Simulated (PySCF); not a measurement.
**A run, input to output**

The script drives PySCF SCF with an in-house response code with single-precision fitted integrals, so total energies wander by about 1e-6 Eh between cycles (the fitting error itself is about 1e-3 Eh and cancels in differences); atoms count from 0. Pop asks for populations, which are stored and not printed.

Minimal and small split-valence bases are unfit for these properties; the numbers show how far off such a level is.

Job and coordinates (Å):

```
{"job": {"kind": "nmr", "basis": "6-31G", "pop": false, "xc": "LDA"}, "charge": 0, "multiplicity": 1}
B      0.982662    -1.617660    -3.403080
C     -0.316723    -0.997641    -3.824250
C     -1.048898    -0.293522    -2.915364
C     -0.631019    -0.120033    -1.571916
C      0.580344    -0.690021    -1.149662
C      1.023493    -0.530266     0.198431
C      2.237705    -1.098481     0.631236
C      2.662860    -0.935571     1.955724
C      1.904784    -0.222496     2.845550
C      0.689597     0.358159     2.452463
C     -0.104192     1.099521     3.368787
C     -1.274757     1.656397     2.981114
C     -1.751313     1.520500     1.646565
C     -2.959063     2.096188     1.248106
C     -3.394518     1.948058    -0.049779
C     -2.648617     1.232184    -0.971652
C     -1.434292     0.635109    -0.629596
C     -0.983831     0.786622     0.706725
C      0.240869     0.206214     1.119827
C      2.996392    -1.832604    -0.326959
C      2.539379    -1.956680    -1.585419
N      1.359728    -1.412626    -2.032661
H      1.698815    -2.241888    -4.088403
H     -0.713567    -1.079205    -4.828178
H     -1.983797     0.152230    -3.222510
H      3.598250    -1.382297     2.259874
H      2.234130    -0.097596     3.866732
H      0.253101     1.206106     4.383079
H     -1.877609     2.219977     3.679114
H     -3.542306     2.654954     1.965048
H     -4.328952     2.393513    -0.359409
H     -3.039596     1.149406    -1.972488
H      3.931442    -2.282842    -0.034205
H      3.091429    -2.505955    -2.332020
```

Command:

```bash
OMP_NUM_THREADS=1 python large_run.py task.json out
```

Question: What does the program print?

Answer: 
```
start: PBE on a coarse grid of 29379 points
cycle   1  E = -847.8888315889  dE =  4.198e+00  |g| = 7.527e-01  |ddm| = 7.547e+00
cycle   2  E = -847.5864747947  dE =  3.024e-01  |g| = 1.235e+00  |ddm| = 2.912e+00
cycle   3  E = -847.9878911195  dE = -4.014e-01  |g| = 4.795e-01  |ddm| = 2.371e+00
cycle   4  E = -848.0610114750  dE = -7.312e-02  |g| = 8.085e-02  |ddm| = 8.168e-01
cycle   5  E = -848.0613860694  dE = -3.746e-04  |g| = 7.582e-02  |ddm| = 2.471e-01
cycle   6  E = -848.0631876815  dE = -1.802e-03  |g| = 1.486e-02  |ddm| = 1.228e-01
cycle   7  E = -848.0632291598  dE = -4.148e-05  |g| = 9.221e-03  |ddm| = 3.557e-02
final grid: 276191 points
cycle   8  E = -841.1848317448  dE = -1.022e-02  |g| = 4.561e-02  |ddm| = 8.701e-01
cycle   9  E = -841.1827796759  dE =  2.052e-03  |g| = 9.017e-02  |ddm| = 2.325e-01
cycle  10  E = -841.1852022197  dE = -2.423e-03  |g| = 2.678e-02  |ddm| = 1.668e-01
cycle  11  E = -841.1854354547  dE = -2.332e-04  |g| = 1.041e-02  |ddm| = 5.597e-02
cycle  12  E = -841.1854627703  dE = -2.732e-05  |g| = 2.284e-03  |ddm| = 1.466e-02
cycle  13  E = -841.1854638386  dE = -1.068e-06  |g| = 9.300e-04  |ddm| = 4.946e-03
cycle  14  E = -841.1854632813  dE =  5.573e-07  |g| = 2.611e-04  |ddm| = 1.697e-03
cycle  15  E = -841.1854642406  dE = -9.593e-07  |g| = 1.120e-04  |ddm| = 4.975e-04
cycle  16  E = -841.1854629808  dE =  1.260e-06  |g| = 2.765e-05  |ddm| = 2.189e-04
converged SCF energy = -841.1854629808

GIAO shielding tensors (ppm)
atom      isotropic    diamagn.    paramagn.     s11        s22        s33       span
  0 B       79.850     208.264    -128.414     37.295     81.260    120.993     83.698
  1 C       68.092     255.208    -187.115    -44.193     51.491    196.979    241.171
  2 C       65.067     263.671    -198.604    -36.304     46.274    185.233    221.537
  3 C       81.052     260.105    -179.053     12.673     48.003    182.479    169.806
  4 C       70.894     270.423    -199.530      3.514     41.482    167.686    164.172
  5 C       79.221     267.861    -188.639     11.181     29.279    197.205    186.024
  6 C       73.444     259.988    -186.544      3.210     20.909    196.213    193.003
  7 C       79.129     267.907    -188.778     -2.576     67.177    172.786    175.362
  8 C       72.845     269.158    -196.313    -10.228     58.711    170.052    180.281
  9 C       73.105     259.137    -186.031      6.425     16.453    196.439    190.014
 10 C       72.541     267.412    -194.871    -10.563     65.275    162.912    173.475
 11 C       71.527     266.105    -194.578    -11.565     63.308    162.838    174.402
 12 C       70.248     258.169    -187.921     -2.078     17.573    195.248    197.326
 13 C       76.843     267.116    -190.273     -4.467     64.329    170.665    175.132
 14 C       74.921     262.931    -188.010    -18.539     57.541    185.761    204.300
 15 C       82.444     268.608    -186.164     -2.094     62.912    186.515    188.609
 16 C       71.464     261.666    -190.202     -3.738     30.635    187.495    191.233
 17 C       78.826     267.704    -188.878     14.327     18.343    203.807    189.480
 18 C       78.616     267.427    -188.811     15.402     19.689    200.756    185.354
 19 C       82.478     266.210    -183.732      1.229     82.549    163.656    162.427
 20 C       63.267     256.390    -193.124    -15.221     73.613    131.408    146.629
 21 N       79.416     335.633    -256.217    -43.175     22.556    258.868    302.043
 22 H       25.849      30.702      -4.853     22.355     25.899     29.293      6.938
 23 H       24.076      26.654      -2.578     20.741     23.570     27.917      7.176
 24 H       22.886      33.432     -10.547     15.414     23.484     29.760     14.346
 25 H       24.580      27.595      -3.016     18.820     26.152     28.768      9.949
 26 H       24.325      27.784      -3.459     18.515     25.733     28.726     10.210
 27 H       24.498      27.182      -2.684     18.894     25.832     28.769      9.875
 28 H       24.426      26.560      -2.133     18.808     25.727     28.744      9.935
 29 H       24.533      27.077      -2.544     19.045     25.891     28.664      9.619
 30 H       24.237      26.196      -1.959     18.832     26.080     27.799      8.967
 31 H       23.611      34.053     -10.442     15.638     25.291     29.903     14.266
 32 H       25.162      26.863      -1.701     20.386     26.341     28.759      8.373
 33 H       24.100      27.455      -3.355     17.350     26.387     28.563     11.213
```

Question: Roughly how long does this take on 1 thread of Arm Neoverse V2 (shared host), and how large is the basis?

Answer: About 22 s of wall time, peak memory 0.57 GiB; 222 basis functions and 1210 fitting functions.
